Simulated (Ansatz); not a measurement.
`CO[SiH](O)O[SiH3]` and `CO[SiH](O)Br` differ in one atom or group.

Ansatz, PBE0-D4/def2-TZVP geometries, multiplicity 1. Each molecule was computed in one conformer, which needn't be the lowest.

Scalar relativity is left out up to krypton.

| property | `CO[SiH](O)O[SiH3]` |
| --- | --- |
| HOMO–LUMO gap (PBE/def2-TZVPP) / eV | 6.37 |
| HOMO energy (ωB97M-V/def2-TZVPP) / eV | -10.95 |
| LUMO energy (PBE/def2-TZVPP) / eV | -0.56 |
| LUMO energy (ωB97M-V/def2-TZVPP) / eV | 1.95 |
| LUMO energy (B3LYP/def2-TZVPP) / eV | 0.08 |
| LUMO energy (PBE0/def2-TZVPP) / eV | 0.32 |

Question: What does the change do to each property? (An estimate is asked.)

Answer: The calculation gave: 
```tsv
property	`CO[SiH](O)Br`	shift
HOMO–LUMO gap (PBE/def2-TZVPP) / eV	6.81	0.44
HOMO energy (ωB97M-V/def2-TZVPP) / eV	-10.75	0.20
LUMO energy (PBE/def2-TZVPP) / eV	-0.28	0.28
LUMO energy (ωB97M-V/def2-TZVPP) / eV	2.21	0.26
LUMO energy (B3LYP/def2-TZVPP) / eV	0.31	0.23
LUMO energy (PBE0/def2-TZVPP) / eV	0.63	0.31
```

B3LYP here is the variant with VWN-RPA as its local correlation; programs differ in this.

Spin–orbit coupling is left out; it splits and shifts lone-pair levels of the heavy atoms by tenths of an eV.
